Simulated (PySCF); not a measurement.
H4P, SMILES [PH4+], charge +1.

The structure is a stationary point at TPSSh-D3(BJ)/def2-TZVPD. The isomer is the one that the SMILES or the coordinates give; other isomers of the formula were not compared.

Method: PBE/def2-TZVPD run with PySCF.

Symmetry labels are those of the subgroup D2 that the program uses (full group Td).

Computed valence orbital energies around the gap with their symmetry:
| orbital | symmetry | energy (eV) |
|---|---|---|
| HOMO−7 | A | -180.28 |
| HOMO−6 | B1 | -131.70 |
| HOMO−5 | B2 | -131.70 |
| HOMO−4 | B3 | -131.70 |
| HOMO−3 | A | -24.57 |
| HOMO−2 | B1 | -17.76 |
| HOMO−1 | B2 | -17.76 |
| HOMO | B3 | -17.76 |
| LUMO | B1 | -7.13 |
| LUMO+1 | B2 | -7.13 |
| LUMO+2 | B3 | -7.13 |
| LUMO+3 | A | -6.42 |
